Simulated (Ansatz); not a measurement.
A nudged elastic band was laid between two geometries of CH₅Sn (7 atoms, charge 0, multiplicity 2).

Level of theory: UKS B3LYP/def2-mTZVP (Ansatz 0.2.0).

* movable images: 7
* climbing image: yes
* spring: 5.0 eV/Å²
* optimiser: quadratic models (default)
* start path: IDPP
* force threshold: 0.05 eV/Å
* iteration limit: 60
* end points: relaxed

First end point:

```xyz
7
Properties=species:S:1:pos:R:3
C -0.673 -0.564 -0.430
Sn 0.634 0.467 0.989
H -0.563 -1.642 -0.328
H -1.711 -0.291 -0.251
H -0.395 -0.270 -1.442
H 0.480 2.184 0.763
H 2.288 0.048 0.653
```

Last end point:

```xyz
7
Properties=species:S:1:pos:R:3
C -0.674 -0.567 -0.431
Sn 0.640 0.466 0.986
H -1.232 0.171 -1.006
H -0.068 -1.171 -1.106
H -1.375 -1.215 0.091
H 0.476 2.185 0.781
H 2.295 0.064 0.640
```

Problem. What changes between the two ends?

Solution. No bond is made or broken. The dihedral H5–C1–Sn2–H6 goes from 58 to -122°.

Problem. What energy profile does the band end with?

Solution. The run converged. The highest image is number 8 of 0 to 8, 0.016 eV above the first end and 0.000 eV above the last; the last end lies 0.016 eV above the first. The highest image is an end point: on this band no image between the ends rises above it. Between wells the path still climbs a hump at image 3, 0.02 eV above the well before it.

```
image  path coordinate (Å)  energy (eV)  dihedral H5–C1–Sn2–H6 (°)
    0                 0.00        0.000                         58
    1                 0.50        0.004                         79
    2                 1.00        0.013                        100
    3                 1.50        0.016                        121
    4                 2.06        0.010                        145
    5                 2.61        0.001                        168
    6                 3.16        0.002                       -169
    7                 3.71        0.011                       -145
    8                 4.26        0.016                       -122
```

Run time: 2.3 min on 1 CPU thread of a shared host.
